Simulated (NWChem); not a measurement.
Isomers of CH₅F₂NOSi, each optimised at PBE0/def2-SVP with NWChem, gas phase unless a solvent is named. Flexible species stand in one conformer each, which need not be the lowest.  Relative energies count from the lowest isomer at each level and are electronic, without zero-point energy, on those geometries.

A: CO[Si](N)(F)F
B: F[Si](CN)(O)F
C: N[Si@](O)(F)CF
D: F[Si](F)(O)NC

Q: Rank them by relative energy, LDA (Slater exchange, VWN5)/def2-SVP (kcal/mol), lowest first.

A: D (0.0), A (3.7), B (16.1), C (40.8)
